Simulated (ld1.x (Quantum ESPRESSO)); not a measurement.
## What the settings do to the PAW potential of copper (Cu)

Base potential:

```json
{
  "Element": "Cu (Z = 29)",
  "Generator": "ld1.x (Quantum ESPRESSO) 7.5",
  "Type": "PAW",
  "Functional": "PBE",
  "Relativity": "scalar-relativistic",
  "Frozen core": "[Ne]",
  "Valence charge": "19",
  "Reference configuration": "3s2 3p6 3d10 4s0.75 4p0 (charge +0.25)",
  "Partial waves": "3s (bound): rcut 1.30, rcutus 1.55 bohr; 4s (bound): rcut 1.30, rcutus 1.55 bohr; 3p (bound): rcut 1.25, rcutus 1.40 bohr; 4p (bound, empty): rcut 1.25, rcutus 1.40 bohr; 3d (bound): rcut 0.90, rcutus 1.15 bohr; 3d channel at 0.75 Ry: rcut 0.90, rcutus 1.15 bohr",
  "Local potential": "all-electron potential smoothed inside 1.35 bohr (lloc = -1)",
  "Core correction": "a·sin(br)/r model core, default radius (ld1.x builds one for every PAW set, though the input has nlcc=.false.)",
  "Augmentation charge": "PSQ, inside the norm-conserving radii"
}
```

All-electron outer shells of the reference configuration (PBE, scalar-relativistic, ld1.x):

```tsv
shell	level (eV)	outermost node (bohr)	outermost maximum (bohr)
2s	-1064.40	0.07	0.20
2p	-918.91	–	0.16
3s	-116.68	0.29	0.61
3p	-74.13	0.26	0.62
3d	-7.02	–	0.60
4s	-6.31	0.89	2.24
4p	-1.99	0.97	3.30
```

Cutoffs, loose and tight: the cutoffs (Ry, on a coarse ladder) from which the occupation-weighted sum of valence levels, in a spherical-Bessel basis at the reference potential, stays within 10 and 1 mRy of its value at 400 Ry. They do not see the model core or the augmentation charge, which bear on the density cutoff. Test errors are all-electron minus pseudo excitation energies from the reference, over the configurations 3s2 3p6 3d10 4s1 4p0; 3s2 3p6 3d10 4s0 4p0; 3s2 3p6 3d9 4s0 4p0; 3s2 3p6 3d9 4s1 4p1; 3s2 3p6 3d10 4s0.5 4p0; 3s2 3p6 3d8 4s0 4p0; 3s2 3p6 3d9 4s2 4p0. A dash means not determined; rows that change the core or the reference have their own tests. The largest error is taken over the tests solved by every variant that gives reliable tests at all: 3s2 3p6 3d10 4s0 4p0; 3s2 3p6 3d10 4s0.5 4p0; 3s2 3p6 3d10 4s1 4p0; 3s2 3p6 3d9 4s0 4p0.

Cutoffs are not given where the Bessel-basis levels miss the radial ones by over 6 mRy, ghosts where they miss by over 20 mRy; a channel whose overlap is not positive is not tested.

The default core radius of the base comes out at 0.33 bohr.

A file whose overlap is not positive is unfit for use, and its test errors describe a broken file.

| change | outcome | bound ghosts | largest test error (meV) |
| --- | --- | --- | --- |
| base | generated, overlap not positive | not determined (overlap not positive) | -2.8 |
| reference 3s2 3p6 3d10 4s0.5 4p0.5 | generated, overlap not positive | not determined (overlap not positive) | +21 over the solved tests; test run stopped at test 7 of 7 (negative rho) |
| wave 3d channel at 0.75 Ry: rcut 0.90, rcutus 1.15 bohr becomes 3d channel at 4.89 Ry: rcut 0.90, rcutus 1.15 bohr | generated, overlap not positive | not determined (overlap not positive) | -3.2 |
| waves 3d (bound): rcut 0.90, rcutus 1.54 bohr; 3d channel at 0.75 Ry: rcut 0.90, rcutus 1.54 bohr | generated, overlap not positive | not determined (overlap not positive) | -2.8 |
| local potential all-electron potential smoothed inside 1.18 bohr (lloc = -1) | generated, overlap not positive | not determined (overlap not positive) | -1.0 |
| waves 3p (bound): rcut 1.25, rcutus 1.96 bohr; 4p (bound): rcut 1.25, rcutus 1.96 bohr | generated, overlap not positive | not determined (overlap not positive) | -4.4 |
| local potential all-electron potential smoothed inside 1.15 bohr (lloc = -1) | generated, overlap not positive | not determined (overlap not positive) | -0.5 |
| core correction a·sin(br)/r model core inside 1.04 bohr | generated, overlap not positive | not determined (overlap not positive) | -2.8 |
| all radii but the core radius scaled by about 1.31 (s 2.04, p 1.84, d 1.50 bohr, rcut 1.70/1.64/1.18); local potential all-electron potential smoothed inside 1.78 bohr (lloc = -1) | failed: new_paw_hamiltonian: negative rho | – | – |
| waves 3s (bound): rcut 1.30, rcutus 2.30 bohr; 4s (bound): rcut 1.30, rcutus 2.30 bohr | failed: run_pseudo: Errors in PS-KS equation | – | – |
| waves 3s (bound): rcut 1.30, rcutus 2.34 bohr; 4s (bound): rcut 1.30, rcutus 2.34 bohr | failed: run_pseudo: Errors in PS-KS equation | – | – |
| waves 3s (bound): rcut 1.30, rcutus 2.08 bohr; 4s (bound): rcut 1.30, rcutus 2.08 bohr | failed: run_pseudo: Errors in PS-KS equation | – | – |
